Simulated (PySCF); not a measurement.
Planning a shielding job on `C[C@@H](CF)Oc1cn[se]n1`.

Method: GIAO PBE0/pcSseg-1 NMR shielding, non-relativistic, gas phase (PySCF 2.14.0, density-fitted response routines). Geometry: GFN2-xTB. Work: shieldings, charges and field gradients, density fitting. The input is one job of a driver script: a line of settings, then coordinates in Å.

Input:
```
{"job": {"kind": "nmr", "xc": "PBE0", "basis": "pcSseg-1"}, "charge": 0, "multiplicity": 1}
C     -1.021562    -0.716732     1.365949
C     -0.934625    -0.052440    -0.004472
C     -2.056551     0.962895    -0.205663
F     -2.205716     1.261864    -1.534428
O      0.293177     0.668072    -0.140786
C      1.377663    -0.035109    -0.446603
C      2.637975     0.613239    -0.653175
N      3.619594    -0.180323    -0.958702
Se     3.034859    -1.850019    -1.014932
N      1.392614    -1.337677    -0.588965
H     -0.972514     0.035686     2.149656
H     -0.192293    -1.408680     1.486251
H     -1.951673    -1.269688     1.455701
H     -0.981389    -0.811992    -0.795592
H     -1.822772     1.898925     0.309661
H     -3.012851     0.558660     0.137961
H      2.789065     1.675348    -0.571771
```

Hardware: one thread, x86-64 server, no GPU, shared host.

Question: How large is the basis?

Answer: 229 functions for 102 electrons, with 1246 fitting functions; the fitted three-index integrals, 1246 × 229 × 230/2 numbers of 8 bytes, come to 250 MiB.

Question: Which is nearest to the wall time?
A. 1.9 h
B. 15 min
C. 1.9 min

Answer: C. The run took 1.9 min. The SCF took 13 cycles.

Question: At this speed, how long would 1000 such jobs take on 8 cores, one job a core?

Answer: 1000/8 gives 125 rounds of 1.9 min, about 4.0 h of wall time and 32 core-hours, if the jobs don't slow each other.

The SCF part of the output:
```
coarse grid: 71256 points
cycle   1  E = -2879.6059418611  dE =  7.498e-01  |g| = 1.004e+00  |ddm| = 4.080e+00
cycle   2  E = -2879.5112531129  dE =  9.469e-02  |g| = 1.160e+00  |ddm| = 1.300e+00
cycle   3  E = -2879.7073719657  dE = -1.961e-01  |g| = 2.162e-01  |ddm| = 9.026e-01
cycle   4  E = -2879.7138184062  dE = -6.446e-03  |g| = 1.115e-01  |ddm| = 2.315e-01
cycle   5  E = -2879.7163216702  dE = -2.503e-03  |g| = 3.555e-02  |ddm| = 1.039e-01
cycle   6  E = -2879.7165724621  dE = -2.508e-04  |g| = 8.023e-03  |ddm| = 3.113e-02
cycle   7  E = -2879.7165846798  dE = -1.222e-05  |g| = 3.902e-03  |ddm| = 9.427e-03
cycle   8  E = -2879.7165876292  dE = -2.949e-06  |g| = 1.070e-03  |ddm| = 3.779e-03
final grid: 151520 points
cycle   9  E = -2879.7166010126  dE =  6.502e-07  |g| = 2.035e-03  |ddm| = 2.772e-03
cycle  10  E = -2879.7165979554  dE =  3.057e-06  |g| = 4.154e-03  |ddm| = 4.871e-03
cycle  11  E = -2879.7166019692  dE = -4.014e-06  |g| = 2.434e-04  |ddm| = 3.332e-03
cycle  12  E = -2879.7166019817  dE = -1.255e-08  |g| = 6.426e-05  |ddm| = 2.278e-04
cycle  13  E = -2879.7166019826  dE = -8.836e-10  |g| = 1.236e-05  |ddm| = 5.272e-05
converged SCF energy = -2879.7166019826
```

On the final grid dE counts from the start density on that grid.

Other jobs ran on the host; a repeat could differ by tens of per cent or more.
